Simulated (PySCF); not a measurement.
Computed properties of H3NSn, SMILES [NH2][SnH]

Sn(H)(NH2) (H3NSn), SMILES [NH2][SnH] (connectivity only; charge and spin as stated), neutral, multiplicity 1. Coordinates come from a B3LYP-D3(BJ)/def2-TZVP optimisation. The def2 effective core potentials stand for the cores of Sn; spin–orbit coupling is left out. One conformer was computed; it need not be the lowest. All values are computed for the isolated molecule unless a solvent is named; none is compared with measurement here.

**Structure.** The optimised structure has Cs symmetry. All 9 harmonic modes at B3LYP-D3(BJ)/def2-TZVP (PySCF) are real, so it is a minimum.

**Vibrations.** The strongest infrared lines (harmonic, unscaled, degenerate partners summed) lie at 1667 cm⁻¹ (490 km/mol, H 99 %), 411 cm⁻¹ (223 km/mol, H 81 %, N 19 %), 598 cm⁻¹ (66 km/mol, N 74 %, H 15 %, Sn 11 %). The softest mode is at 411 cm⁻¹ and the zero-point energy is 19.0 kcal/mol.

**Electronic structure.** CAM-B3LYP/def2-TZVPD (PySCF) places the frontier levels at -7.82 and -1.13 eV, a gap of 6.69 eV, and gives a dipole moment of 0.77 D and a mean polarisability of 56.5 bohr³.

**Excitations.** TDA-ωB97X/def2-TZVPD (PySCF) has S1 at 3.37 eV (368 nm, f = 0.036, weak); the most intense of the 10 singlets computed lies at 6.30 eV (f = 0.31). T1 (TDA) is at 2.52 eV, 0.85 eV under S1. No vertical singlet excitation falls in the visible range (under 3.1 eV).
